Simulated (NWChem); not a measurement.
# borohydride (BH4 anion); SMILES [BH4-]

All runs: NWChem. Pople sets run with spherical d functions. Sets without diffuse functions describe the anion's extra electron poorly. Structure relaxed at the B3LYP/def2-SVPD level. Level B3LYP/6-31G*: energy and gradient on several grids; changes count from the extra-fine grid, which is no exact limit either.

### Question
Which is the coarsest grid (coarse; medium; xcoarse; xfine; fine) from which on the energy stays within 500 μHa and each gradient component within 500 μHa/bohr of xfine?

### Answer
xcoarse.
| grid | size of the energy change (μHa) | largest change of a gradient component (μHa/bohr) |
|---|---|---|
| xcoarse | 30 | 200 |
| coarse | < 10 | < 30 |
| medium | < 10 | < 30 |
| fine | < 10 | < 30 |
| xfine | < 10 | < 30 |
